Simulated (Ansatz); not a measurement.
CH5BBrNO (`COB(N)Br`). The species carries charge 0 and has multiplicity 1. The structure was optimised at the PBE0-D4/def2-TZVP level. It is one conformer, not always the lowest.

```xyz
10

C    -1.367   -0.476    0.907
O    -0.677    0.032   -0.214
B     0.665    0.169   -0.286
N     1.263    0.681   -1.436
Br    1.823   -0.339    1.206
H    -1.062   -1.502    1.126
H    -1.188    0.139    1.793
H    -2.430   -0.461    0.668
H     0.717    0.959   -2.234
H     2.254    0.799   -1.529
```

**Question.** What is the dipole moment at B3LYP/def2-TZVPP? (Best estimate.)

**Answer.** The calculation gave: 1.45 D, with components (-0.74, 0.42, -1.18) D in this frame, pointing from negative to positive charge.

**Question.** And with PBE, r2SCAN, ωB97M-V? (Estimate.)

**Answer.** The calculation gave: PBE 1.51 D, r2SCAN 1.55 D, ωB97M-V 1.47 D.

**Question.** Give the Mulliken charges with B3LYP, PBE, ωB97M-V in def2-TZVPP. (Estimate.)

**Answer.** Ansatz gave: 
```json
{"atom": "C1", "B3LYP": "-0.11", "PBE": "-0.13", "ωB97M-V": "-0.18"}
{"atom": "O2", "B3LYP": "-0.31", "PBE": "-0.25", "ωB97M-V": "-0.31"}
{"atom": "B3", "B3LYP": "0.25", "PBE": "0.18", "ωB97M-V": "0.25"}
{"atom": "N4", "B3LYP": "-0.28", "PBE": "-0.28", "ωB97M-V": "-0.23"}
{"atom": "Br5", "B3LYP": "-0.21", "PBE": "-0.19", "ωB97M-V": "-0.17"}
{"atom": "H6", "B3LYP": "0.11", "PBE": "0.11", "ωB97M-V": "0.13"}
{"atom": "H7", "B3LYP": "0.11", "PBE": "0.11", "ωB97M-V": "0.13"}
{"atom": "H8", "B3LYP": "0.12", "PBE": "0.11", "ωB97M-V": "0.13"}
{"atom": "H9", "B3LYP": "0.16", "PBE": "0.17", "ωB97M-V": "0.14"}
{"atom": "H10", "B3LYP": "0.16", "PBE": "0.17", "ωB97M-V": "0.13"}
```

B3LYP here is the variant with VWN-RPA as its local correlation; programs differ in this.
